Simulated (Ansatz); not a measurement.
`BBN` + `OC[SiH2]Cl` → `BOC[SiH2]Cl` + `BN`  (cleavage of the B–B bond)

Calculated with Ansatz (gas phase, PBE0-D4/def2-TZVP geometries, no zero-point term in ΔE). CCSD(T)/CBS is the MP2 limit (def2-TZVPP, def2-QZVPP) plus CCSD(T) − MP2 in def2-TZVPP, frozen cores. This one scheme is used for every species. DFT in def2-TZVPP. One conformer a species, not always the lowest.

```csv
level,ΔE (kJ/mol)
ωB97M-V,-174.3
B2PLYP,-178.7
PBE,-162.4
r2SCAN,-168.6
PBE0,-163.3
HF/def2-TZVPP,-179.2
MP2/def2-TZVPP,-181.8
SCS-MP2/def2-TZVPP,-181.9
```

Question: What does CCSD(T)/CBS give? (Estimate.)

Answer: Computed: -173.4 kJ/mol. The listed levels differ from it by -0.9, -5.3, 11.0, 4.8, 10.1, -5.8, -8.4, -8.5 kJ/mol.

Largest T1 diagnostic among the species: 0.013.
